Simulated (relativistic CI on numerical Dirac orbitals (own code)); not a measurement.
Computed by Dirac-Coulomb-Breit CI, KLI orbitals optimised for each configuration, QED by a radiative potential, unscaled Slater integrals (own radial code, finite nucleus).

Configurations in the expansion (outside the closed core 1s2): 2s, 2p, 3s, 3p, 3d, 4s, 4p, 4f, 4d, 5s, 5p, 5g, 5f, 5d, 6s, 6p, 6d. Levels of other configurations are missing.

At this charge configurations can still be misplaced by up to about 7 % of their energy.

Outline of the computed level scheme of Ne VIII. Lowest level of each configuration: 2s 2S_1/2 at 0.000 eV; 2p 2P°_1/2 at 16.005 eV; 3s 2S_1/2 at 136.254 eV; 3p 2P°_1/2 at 140.628 eV; 3d 2D_3/2 at 142.110 eV; 4s 2S_1/2 at 182.064 eV; 4p 2P°_1/2 at 183.854 eV; 4d 2D_3/2 at 184.470 eV; 4f 2F°_5/2 at 184.500 eV.

Some strong electric-dipole decays among the lowest 15 levels: 3d 2D_5/2 → 2p 2P°_3/2 (2.8e+11 s⁻¹); 3d 2D_3/2 → 2p 2P°_1/2 (2.3e+11 s⁻¹); 4d 2D_5/2 → 2p 2P°_3/2 (9.1e+10 s⁻¹); 3p 2P°_1/2 → 2s 2S_1/2 (8.4e+10 s⁻¹); 3p 2P°_3/2 → 2s 2S_1/2 (8.4e+10 s⁻¹); 4d 2D_3/2 → 2p 2P°_1/2 (7.6e+10 s⁻¹); 4f 2F°_7/2 → 3d 2D_5/2 (5.7e+10 s⁻¹); 4f 2F°_5/2 → 3d 2D_3/2 (5.3e+10 s⁻¹).
